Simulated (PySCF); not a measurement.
## Solvent effects on NMR parameters

Atoms are numbered as in `[CH2:1]=[CH:2][C@@:3]1([Cl:4])[CH2:5][CH2:6][C@@H:7]2[O:8][C@@H:9]2[CH2:10]1` (H(Xn): hydrogen on atom n). Ha(C1) is cis to C3; Ha(C5), Ha(C6), Ha(C10) are cis to O8 on the ring; Hb(C1) is trans to C3; Hb(C5), Hb(C6), Hb(C10) are trans to O8 on the ring.

GIAO PBE0/pcSseg-1 in PySCF on one PBE0-D3(BJ)/def2-SVP conformer, non-relativistic, equivalent nuclei averaged. Solvents enter as an IEF-PCM continuum (chloroform with ε = 4.7, acetonitrile with ε = 35.7) around the gas-phase geometry. Shifts are referred to TMS computed in the same medium.

Gas phase, δ in ppm: C2 151.9, C1 120.6, C3 71.0, C7 49.5, C9 49.2, C10 38.2, C5 35.0, C6 25.9, H(C2) 5.95, Hb(C1) 5.46, Ha(C1) 5.32, H(C9) 2.68, H(C7) 2.54, Hb(C10) 2.38. Dipole moment 2.82 D.

Question: How does each δ change in the continuum?

Answer: 
```csv
atoms,environment,"Δδ, chloroform","Δδ, acetonitrile"
C2,alkene CH,+0.4,+0.3
C1,terminal =CH2 carbon,+2.4,+3.5
C3,allylic fully substituted sp3 carbon bonded to Cl,+3.0,+4.2
C7,epoxide ring carbon,+1.0,+1.4
C9,epoxide ring carbon,+1.0,+1.4
C10,sp3 CH2 in a ring,+0.7,+1.1
C5,sp3 CH2 in a ring,+0.6,+0.9
C6,sp3 CH2 in a ring,+0.5,+0.7
H(C2),hydrogen on an alkene CH,+0.09,+0.12
Hb(C1),hydrogen on a terminal =CH2 carbon,+0.18,+0.26
Ha(C1),hydrogen on a terminal =CH2 carbon,+0.19,+0.29
H(C9),hydrogen on an epoxide ring carbon,+0.23,+0.33
H(C7),hydrogen on an epoxide ring carbon,+0.19,+0.27
Hb(C10),hydrogen on an sp3 CH2 in a ring,+0.15,+0.23
```

Changes are relative to the gas phase. The dipole moment becomes 3.52 D in chloroform, 3.84 D in acetonitrile.

Question: Which nuclei move most (in ppm), and what does the model miss?

Answer: C3 (allylic fully substituted sp3 carbon bonded to Cl, +4.2 ppm) in acetonitrile. A continuum only polarises the solute; specific hydrogen bonds, the anisotropy of aromatic solvents and changes of geometry or conformer are outside it.
